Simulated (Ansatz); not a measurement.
Two members of one family (Series BMe2X), computed with Ansatz in the gas phase. The two geometries come from different levels. Binding counts from free atoms in the multiplicity of their measured ground term, without zero-point energy. A dash marks a value that wasn't run or was left out as unsound. The structures are stationary points that may keep the symmetry of their start. Remarks come from the PBE and PBE0 runs and from stability tests at other levels; not every state was tested. HOMO above LUMO (over both spins in singlets and doublets, within one spin in higher multiplets; at PBE or PBE0), or a gap under 0.15 eV within one spin, warns that the state may not be the lowest or that an electron is smeared out.

First: BMe2F (singlet, charge 0, r2SCAN-D4/def2-SVP geometry).

```
atom    x (Å)    y (Å)    z (Å)
  B1  -0.5392   0.0071  -0.1214
  C2   0.3340  -1.1042  -0.7964
  H3   0.3422  -1.9744  -0.1113
  H4   1.3876  -0.8112  -0.9298
  H5  -0.0790  -1.4599  -1.7532
  C6  -0.0048   1.0980   0.8695
  H7   0.2622   1.9858   0.2632
  H8   0.9113   0.7992   1.4004
  H9  -0.7650   1.4314   1.5918
 F10  -1.8494   0.0281  -0.4128
```

```csv
level,HOMO (eV),LUMO (eV),gap (eV),vertical IE (eV),vertical triplet (eV),binding per atom (eV)
PBE-D4/def2-SVP,-7.03,-0.80,6.23,–,–,4.27
PBE-D4/def2-TZVP,-7.18,-0.96,6.21,10.65,5.86,4.23
r2SCAN-D4/def2-TZVP,-7.50,-0.52,6.97,10.77,6.00,4.18
PBE0-D4/def2-SVP,-8.62,0.23,8.85,–,–,4.22
PBE0-D4/def2-TZVP,-8.70,0.09,8.79,11.01,6.22,4.18
```

Second: BMe2H (singlet, charge 0, PBE-D4/def2-TZVP geometry).

| atom | x (Å) | y (Å) | z (Å) |
| --- | --- | --- | --- |
| B1 | 0.421 | 0.375 | 0.067 |
| C2 | 0.434 | -0.910 | 0.955 |
| H3 | 1.187 | -1.581 | 0.494 |
| H4 | -0.513 | -1.471 | 0.982 |
| H5 | 0.799 | -0.741 | 1.978 |
| C6 | -0.685 | 0.688 | -0.991 |
| H7 | -1.324 | 1.471 | -0.535 |
| H8 | -1.345 | -0.154 | -1.244 |
| H9 | -0.296 | 1.148 | -1.911 |
| H10 | 1.321 | 1.175 | 0.205 |

**Question.** Estimate the same table for the second.

**Answer.** 
| level | HOMO (eV) | LUMO (eV) | gap (eV) | vertical IE (eV) | vertical triplet (eV) | binding per atom (eV) |
| --- | --- | --- | --- | --- | --- | --- |
| PBE-D4/def2-SVP | -7.12 | -1.52 | 5.59 | – | – | 3.95 |
| PBE-D4/def2-TZVP | -7.24 | -1.64 | 5.60 | 10.71 | 5.24 | 3.93 |
| r2SCAN-D4/def2-TZVP | -7.54 | -1.20 | 6.34 | 10.82 | 5.32 | 3.90 |
| PBE0-D4/def2-SVP | -8.57 | -0.51 | 8.06 | – | – | 3.93 |
| PBE0-D4/def2-TZVP | -8.64 | -0.60 | 8.03 | 11.04 | 5.53 | 3.90 |

Remarks: gap within one spin near zero at PBE or PBE0 (+1 doublet), gap within one spin near zero at PBE or PBE0 (triplet).
